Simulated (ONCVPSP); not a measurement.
# Building the ONCV potential for La (LDA (Perdew-Wang 92), scalar-relativistic).

```
Element                 : lanthanum (La)
Generator               : ONCVPSP 4.0.1
Type                    : optimised norm-conserving Vanderbilt (ONCV)
Functional              : LDA (Perdew-Wang 92)
Relativity              : scalar-relativistic
Frozen core             : [Kr] 4d10
Valence charge          : 11
Reference configuration : 5s2 5p6 5d1 6s2
Partial waves           : 5s+6s: rc 2.80 bohr, ncon 5, nbas 9, qcut 3.4 1/bohr, 3 projectors, debl 3.7 Ha; 5p: rc 2.40 bohr, ncon 3, nbas 7, qcut 6.9 1/bohr, 2 projectors, debl 0.4 Ha; 5d: rc 3.65 bohr, ncon 3, nbas 8, qcut 4.1 1/bohr, 1 projector; f scattering state at 0.46 Ha: rc 3.75 bohr, ncon 5, nbas 10, qcut 3 1/bohr, 2 projectors, debl 3.7 Ha
Local potential         : polynomial inside 1.95 bohr (lpopt 2, dvloc0 -1 Ha)
Core correction         : Teter function, fcfact 5.75, rcfact 1.65
```

In the p channel the program set the typed energies aside and used -0.826, 0.250 Ha. In the f channel the program set the typed energies aside and used -0.169, 3.531 Ha.

All-electron outer shells of the reference configuration (LDA (PZ), scalar-relativistic, ld1.x):

```csv
shell,level (eV),outermost node (bohr),outermost maximum (bohr)
5s,-39.06,0.77,1.41
5p,-22.48,0.83,1.58
6s,-3.82,1.86,3.74
5d,-3.21,0.95,2.24
```

Calculated quality:

```
Cutoffs needed             : 13 Ha and 21 Ha (the cutoffs (Ha) at which the residual kinetic energy of the hardest occupied pseudo-wave falls to 1 and 0.1 mHa per electron) The cutoffs count occupied waves only; projector 3 of the s channel, the hardest unoccupied one, needs 39 Ha at the loose tolerance.
Ghost test                 : no bound ghost flagged; GHOST(+) flagged for s at 176.7 eV, f at 276.2 eV
Largest excitation error   : -16 meV (all-electron minus pseudo) for 5s2 5p6 5d1 6s0, out of 4 test configurations
rms error of d²Exc/dni dnj : 4.44 mHa without and 2.86 mHa with the model core
```

Generation and tests took about 5.2 s on one core of a shared server CPU.
